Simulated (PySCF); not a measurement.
## Basis set benchmark on one molecule

Molecule: SMILES CNc1ccccn1, C$_{6}$H$_{8}$N$_{2}$.

Geometry (Å), atoms numbered from 1 in this order:
```xyz
16

C     2.749    0.322   -0.103
N     1.645   -0.362   -0.701
C     0.350   -0.243   -0.297
C    -0.049    0.679    0.697
C    -1.394    0.740    1.030
C    -2.308   -0.099    0.392
C    -1.805   -0.976   -0.568
N    -0.525   -1.054   -0.907
H     2.893    0.062    0.964
H     3.670    0.059   -0.639
H     2.635    1.418   -0.166
H     1.807   -1.120   -1.349
H     0.678    1.325    1.190
H    -1.729    1.445    1.795
H    -3.372   -0.079    0.630
H    -2.482   -1.660   -1.094
```

Geometry PBE0-D3(BJ)/def2-SVP throughout; GIAO in PySCF 2.14.0 with density-fitted response routines, gas phase, one conformer, non-relativistic; equivalent atoms averaged; functional PBE0.

Reference values (estimated from measurements, as parent shift plus tabulated substituent increments; solution, not stated per compound (mostly CDCl3 or CCl4); Pretsch, Buehlmann, Badertscher, Structure Determination of Organic Compounds, 4th ed. (2009)): δ(C3) = 160.7 ppm, δ(C4) = 107.5 ppm, δ(C5) = 137.4 ppm, δ(C6) = 112.4 ppm, δ(C7) = 148.5 ppm. Computed shifts are taken against TMS, calculated as an isolated molecule at each level.

How do the basis sets STO-3G, pcSseg-0, 6-31G, 6-31G*, cc-pVDZ, def2-SVP, pcSseg-1, aug-cc-pVDZ, 6-311+G(2d,p), def2-TZVP perform against the reference? Times are CPU seconds on shared hosts with different chips, so compare them loosely.

Answers


| basis set | functions | C3 | C4 | C5 | C6 | C7 | mean abs. error C | core-s |
| --- | --- | --- | --- | --- | --- | --- | --- | --- |
| STO-3G | 48 | 120.4 | 91.8 | 113.4 | 101.6 | 119.1 | 24.0 | 4.7 |
| pcSseg-0 | 88 | 166.5 | 109.1 | 146.4 | 121.7 | 161.2 | 7.7 | 7.6 |
| 6-31G | 88 | 149.7 | 98.9 | 131.7 | 109.9 | 144.0 | 6.5 | 9.7 |
| 6-31G* | 128 | 148.0 | 96.2 | 130.9 | 106.8 | 142.8 | 8.4 | 15 |
| cc-pVDZ | 152 | 154.2 | 100.7 | 136.1 | 112.2 | 147.7 | 3.1 | 16 |
| def2-SVP | 152 | 153.3 | 98.8 | 135.1 | 109.9 | 147.2 | 4.4 | 14 |
| pcSseg-1 | 176 | 161.2 | 103.8 | 143.1 | 116.4 | 155.1 | 4.1 | 29 |
| aug-cc-pVDZ | 256 | 156.3 | 99.8 | 135.8 | 111.0 | 148.9 | 3.1 | 38 |
| 6-311+G(2d,p) | 264 | 160.8 | 102.9 | 141.2 | 114.5 | 153.4 | 3.1 | 43 |
| def2-TZVP | 296 | 162.3 | 103.7 | 143.0 | 115.7 | 155.0 | 4.2 | 46 |

For 13C the closest is aug-cc-pVDZ (3.1 ppm, with 6-311+G(2d,p), cc-pVDZ practically level) and the furthest STO-3G (24.0 ppm). Where a smaller basis beats a larger one, errors probably cancel. One molecule is a small sample, and vibrational and solvent effects are absent from the calculation.

A small basis that lands close on one nucleus may do so by chance; judge by the trend and by all nuclei.
